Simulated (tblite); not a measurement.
A tight-binding relaxation on `C=CO[CH]CC(F)=C(F)F` [radical].

Computed with GFN2-xTB geometry optimisation, gas phase (tblite 0.8.0). Start geometry: from a force field or distance geometry. The command runs a driver script over a list of jobs; the input below is this job's line of settings and its coordinates in Å.

Command:
```bash
OMP_NUM_THREADS=1 python probes_run.py task.json out
```

Input:
```
{"job": {"kind": "relax", "xc": "GFN2-xTB", "basis": "xTB"}, "charge": 0, "multiplicity": 2}
C      3.323300     0.719700    -0.667100
C      2.370400    -0.101300    -0.216000
O      1.182400     0.351700     0.263900
C      0.253700    -0.537800     0.713200
C     -1.055700    -0.025500     1.205700
C     -2.184800    -0.485100     0.323700
F     -2.451700    -1.808000     0.282000
C     -2.940100     0.342100    -0.393100
F     -2.725400     1.666400    -0.380300
F     -3.954100    -0.167500    -1.141700
H      4.258500     0.341400    -1.035500
H      3.147900     1.791900    -0.681800
H      2.506200    -1.176700    -0.168900
H      0.519100    -1.591900     0.699500
H     -1.232500    -0.381700     2.218100
H     -1.024700     1.071100     1.275500
```

Output:
```
step      E/eV     max force
  0    -926.05346    1.411
  1    -926.11939    0.907
  2    -926.18339    0.664
  3    -926.20340    0.385
  4    -926.21490    0.315
  5    -926.21941    0.356
  6    -926.22338    0.158
  7    -926.22565    0.131
  8    -926.22679    0.095
  9    -926.22775    0.090
... (86 lines left out)
 96    -926.27410    0.025
 97    -926.27422    0.022
 98    -926.27430    0.019
 99    -926.27437    0.024
100    -926.27443    0.020
101    -926.27449    0.016
102    -926.27454    0.015
103    -926.27459    0.013
104    -926.27464    0.012
105    -926.27466    0.008
```

«max force» is the largest atomic force in eV/Å.

**Question.** From which step on does the largest force stay under 0.1 eV/Å, and how much energy is left to gain from there?

**Answer.** From step 43 (0.085 eV/Å), 23.5 meV above the end.

Summary of the converged run: energy lowered by 5.1 kcal/mol over 105 steps; largest atomic force 0.008 eV/Å at the end.

**Question.** Where do the atoms end?

**Answer.** 0.467 Å rms from the input after alignment:
```
atom  x, y, z in Å
C1     2.9102    0.7702   -0.8844
C2     2.1168   -0.0991   -0.2589
O3     1.0196    0.3045    0.4052
C4     0.2778   -0.5711    1.1013
C5    -1.0809   -0.1129    1.5074
C6    -2.0312   -0.4447    0.3891
F7    -2.4198   -1.7349    0.3301
C8    -2.3981    0.3764   -0.5902
F9    -2.0745    1.6662   -0.6113
F10   -3.1367    0.0589   -1.6471
H11    3.7805    0.4349   -1.4131
H12    2.6911    1.8219   -0.8781
H13    2.3155   -1.1666   -0.2508
H14    0.5032   -1.6250    1.0179
H15   -1.4062   -0.6338    2.4087
H16   -1.0751    0.9639    1.6714
```

Hardware: one thread of an Arm Neoverse V2 (shared host). Cost: 0.61 s.
Labels such as C1 count atoms from 1, the log's own numbers from 0.
